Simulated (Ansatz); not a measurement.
`C=C(Cl)S[SiH3]` → `C=C(S)Cl` + `[SiH2]`  (silylene loss)

Computed with Ansatz on PBE0-D4/def2-TZVP structures; ΔE is electronic, products minus reactants. CCSD(T)/CBS is the MP2 limit (def2-TZVPP, def2-QZVPP) plus CCSD(T) − MP2 in def2-TZVPP, frozen cores. This one scheme is used for every species. DFT in def2-TZVPP. One conformer a species, not always the lowest.

```json
{"level": "r2SCAN-D4", "ΔE (eV)": "3.23", "difference from CCSD(T)/CBS": "0.21"}
{"level": "ωB97M-V", "ΔE (eV)": "2.96", "difference from CCSD(T)/CBS": "-0.06"}
{"level": "PBE", "ΔE (eV)": "2.95", "difference from CCSD(T)/CBS": "-0.07"}
{"level": "r2SCAN", "ΔE (eV)": "3.20", "difference from CCSD(T)/CBS": "0.18"}
{"level": "HF/def2-TZVPP", "ΔE (eV)": "2.76", "difference from CCSD(T)/CBS": "-0.26"}
{"level": "SCS-MP2/def2-TZVPP", "ΔE (eV)": "3.03", "difference from CCSD(T)/CBS": "0.01"}
{"level": "CCSD/def2-TZVPP", "ΔE (eV)": "2.86", "difference from CCSD(T)/CBS": "-0.16"}
{"level": "CCSD(T)/def2-TZVPP", "ΔE (eV)": "2.92", "difference from CCSD(T)/CBS": "-0.10"}
{"level": "HF/def2-QZVPP", "ΔE (eV)": "2.77", "difference from CCSD(T)/CBS": "-0.25"}
{"level": "MP2/def2-QZVPP", "ΔE (eV)": "3.24", "difference from CCSD(T)/CBS": "0.22"}
{"level": "CCSD(T)/CBS", "ΔE (eV)": "3.02", "difference from CCSD(T)/CBS": "0"}
```

Largest T1 diagnostic among the species: 0.014.

From PBE to PBE0 (25 % exact exchange), in def2-TZVPP and without D4, ΔE moves by +0.10 eV. The D4 term adds +0.18 eV with B3LYP and +0.10 eV with PBE0; it sums over pairs of atoms, weighted by their polarisabilities, and B3LYP, whose exchange is more repulsive, gets the larger term. In def2-TZVPP, CCSD(T) changes the Hartree–Fock value by +0.16 eV (the triples alone add +0.06 eV) and MP2 by +0.42 eV.

B3LYP here is the variant with VWN-RPA as its local correlation; programs differ in this.
